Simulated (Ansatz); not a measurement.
Si(OH)3(SiH3) (H6O3Si2), SMILES O[Si](O)([SiH3])O.

Coordinates come from a r2SCAN-D4/def2-SVP optimisation. The values are those of a single conformer.

Two levels are set side by side: PBE/def2-SVPD (Ansatz, a quantum-chemistry and plane-wave program) and CAM-B3LYP/def2-SVPD (Ansatz). Energy differences of separate SCF runs at the same geometry; the states with an electron removed or added have multiplicity 2 and 2. Differences are taken from unrounded values.

```json
[
 {"quantity": "vertical ionisation energy (eV)", "CAM-B3LYP": "10.13"},
 {"quantity": "vertical singlet–triplet gap (eV)", "CAM-B3LYP": "6.36"}
]
```

Question: What does PBE give, and how far is it from CAM-B3LYP? (The exact figures need the calculation; the answer reports its results.)

Answer: 
```tsv
quantity	PBE	PBE minus CAM-B3LYP
vertical ionisation energy (eV)	9.54	-0.60
vertical singlet–triplet gap (eV)	5.68	-0.68
```
